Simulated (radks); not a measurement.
The beryllium ion Be2+ inside a hard spherical wall (all orbitals vanish at R), configuration held at [He] and not refilled when levels cross. Method: non-relativistic Kohn-Sham, LDA (Slater exchange, Perdew-Wang correlation), spin-polarised, spherical densities, point nucleus; computed with a radial shooting solver on a logarithmic mesh with Libxc functionals. Eigenvalues in eV for spin up, with the zero of energy where the potential of the charges vanishes at infinity; a dash marks a level that is unbound or too diffuse for the functional's potential to be trusted. A positive occupied level is held by the wall or, in an anion where self-interaction has pushed it up, behind a barrier. The pressure on the wall is -dE/dV.

[
 {"R (bohr)": "free", "E (hartree)": "-13.44391", "kinetic (hartree)": "13.344", "e(1s)": "-130.78", "e(2s, empty)": "-20.343", "e(2p, empty)": "-16.895", "pressure (GPa)": "0"},
 {"R (bohr)": "20", "E (hartree)": "-13.44391", "kinetic (hartree)": "13.344", "e(1s)": "-130.78", "e(2s, empty)": "-20.343", "e(2p, empty)": "-16.895", "pressure (GPa)": "< 0.0001"},
 {"R (bohr)": "12", "E (hartree)": "-13.44391", "kinetic (hartree)": "13.344", "e(1s)": "-130.78", "e(2s, empty)": "-20.343", "e(2p, empty)": "-16.895", "pressure (GPa)": "< 0.0001"},
 {"R (bohr)": "7", "E (hartree)": "-13.44391", "kinetic (hartree)": "13.344", "e(1s)": "-130.78", "e(2s, empty)": "-20.337", "e(2p, empty)": "-16.885", "pressure (GPa)": "< 0.0001"},
 {"R (bohr)": "6", "E (hartree)": "-13.44391", "kinetic (hartree)": "13.344", "e(1s)": "-130.78", "e(2s, empty)": "-20.307", "e(2p, empty)": "-16.843", "pressure (GPa)": "< 0.0001"},
 {"R (bohr)": "5", "E (hartree)": "-13.44391", "kinetic (hartree)": "13.344", "e(1s)": "-130.78", "e(2s, empty)": "-20.131", "e(2p, empty)": "-16.651", "pressure (GPa)": "< 0.0001"},
 {"R (bohr)": "4", "E (hartree)": "-13.44391", "kinetic (hartree)": "13.344", "e(1s)": "-130.78", "e(2s, empty)": "-19.228", "e(2p, empty)": "-15.846", "pressure (GPa)": "< 0.0001"},
 {"R (bohr)": "3.5", "E (hartree)": "-13.44391", "kinetic (hartree)": "13.344", "e(1s)": "-130.78", "e(2s, empty)": "-17.851", "e(2p, empty)": "-14.754", "pressure (GPa)": "0.000973"},
 {"R (bohr)": "2.5", "E (hartree)": "-13.44364", "kinetic (hartree)": "13.348", "e(1s)": "-130.77", "e(2s, empty)": "-7.554", "e(2p, empty)": "-7.700", "pressure (GPa)": "0.575"},
 {"R (bohr)": "2", "E (hartree)": "-13.43951", "kinetic (hartree)": "13.388", "e(1s)": "-130.58", "e(2s, empty)": "10.758", "e(2p, empty)": "3.457", "pressure (GPa)": "14.1"},
 {"R (bohr)": "1.5", "E (hartree)": "-13.37936", "kinetic (hartree)": "13.788", "e(1s)": "-128.66", "e(2s, empty)": "64.256", "e(2p, empty)": "33.376", "pressure (GPa)": "353"}
]
